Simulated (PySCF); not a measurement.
## Worked example: chemical shift, span and skew from a shielding tensor

Mg(NH2)(GeH3) (GeH₅MgN), SMILES [GeH3][Mg][NH2]. Atoms are numbered in the order given.

```xyz
8

Mg    -0.2151     1.0675    -0.7433
N     -0.5168     2.5999    -1.8114
H     -0.8852     3.4946    -1.4999
H     -0.3402     2.6897    -2.8084
Ge     0.2033    -1.0198     0.7104
H      1.1623    -2.0435     0.0535
H      0.8394    -0.6966     2.0851
H     -1.0815    -1.8206     1.0364
```

Coordinates come from a PBE0-D3(BJ)/def2-SVP optimisation. The values are those of a single conformer.

GIAO shieldings from PBE0/pcSseg-1 (PySCF), non-relativistic, no solvent. The symmetric part of the tensor of N2 has the principal values 249.1, 283.4, 306.0 ppm. The same nucleus in NH3 has σ = 267.4 ppm at this level (PySCF, at its B3LYP-D3(BJ)/def2-TZVP geometry).

Problem. Work out the isotropic shielding, the ¹⁵N shift against NH3, the span and the skew.

Solution. 
σ(iso) = (σ11 + σ22 + σ33)/3 = 279.5 ppm. δ = σ(ref) − σ(iso) = 267.4 − (279.5) = -12.1 ppm.
Span Ω = σ33 − σ11 = 56.9 ppm. Skew κ = 3(σ(iso) − σ22)/Ω = -0.21. Tumbling in solution averages the tensor to δ; in a static solid the shielding alone would spread this spin-1/2 line over Ω.
